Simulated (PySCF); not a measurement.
W(O)(S)(NH2)(OSiH3) (H5NO2SSiW), SMILES [SiH3][O][W](=[S])([NH2])=[O], multiplicity 1.

Geometry: B3LYP-D3(BJ)/def2-SVP. The spin state was assumed, not searched. The structure was generated by enumeration; whether it is a known compound was not checked. The def2 effective core potentials stand for the cores of W; spin–orbit coupling is left out. Other conformers were not sampled.

Vertical ionisation energy (IE) and electron affinity (EA) in eV. Rows of orbital energies are one-electron estimates. Where ΔSCF, EOM or ADC give a negative EA the extra electron is unbound and the value depends on the basis.

```json
[
 {"level": "−ε(HOMO), −ε(LUMO), B3LYP/def2-TZVP (PySCF)", "IE": "7.16", "EA": "2.37"},
 {"level": "−ε(HOMO), −ε(LUMO), PBE/def2-TZVP (PySCF)", "IE": "6.18", "EA": "2.90"}
]
```
